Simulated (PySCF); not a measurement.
GeHO, neutral, multiplicity 2. Atoms are numbered in the order given.

```xyz
3

Ge    -0.0057     0.4079     0.0000
O      0.1168    -1.4013     0.0000
H     -0.7516    -1.8421     0.0000
```
Charge 0, spin multiplicity 2.

Geometry optimised at PBE-D3(BJ)/def2-TZVP.

Calculation: CAM-B3LYP/def2-TZVPD in PySCF.

```
Item                                                                                                            Result
---------------------------------------------------------------------------------------------  -----------------------
total energy                                                                                       -2152.94407 hartree
point group                                                                                                         Cs
α spin, highest occupied and lowest empty level                                                     -6.02 and -1.36 eV
β spin, highest occupied and lowest empty level                                                    -10.11 and -1.16 eV
dipole moment                                                                                                   1.39 D
quadrupole, principal values (traceless, Buckingham form, about the centre of nuclear charge)    -5.88, 2.50, 3.38 D·Å
mean static polarisability                                                                        40.9 bohr³ (6.07 Å³)
polarisability, principal values                                                                33.8, 43.1, 45.9 bohr³
⟨S²⟩                                                                                           0.754 (pure state 0.75)
```
